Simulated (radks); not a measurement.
Cs+, configuration [Xe]. Method: scalar-relativistic Kohn-Sham, PBEsol, spin-polarised, spherical densities, point nucleus; computed with a radial shooting solver on a logarithmic mesh with Libxc functionals.

Radial electron density D(r) = 4 pi r^2 rho(r):

r (bohr)  D(r) (e/bohr)
0.001392          3.950
0.001841          6.277
0.002456          9.939
0.00325           15.21
0.004334          22.86
0.005735          32.72
0.007588          44.59
0.01012           57.34
0.01339           67.40
0.01772           71.81
0.02363           69.11
0.03127           63.66
0.04137           64.66
0.05518           77.92
0.07301           92.13
0.09737           88.50
0.1288            71.44
0.1705            69.35
0.2274            79.47
0.3008            63.36
0.398             33.11
0.5309            28.23
0.7024            30.73
0.9294            19.11
1.24              8.945
1.64              6.326
2.188             4.041
2.894             1.513
3.83             0.2938
5.108           0.02483
6.758         0.0008268

D(r) has 4 maxima, at r = 0.0183, 0.0810, 0.231, 0.648 bohr, and minima at 0.0353, 0.151, 0.475 bohr, inside which lie 1.97, 11.15, 28.91 electrons.
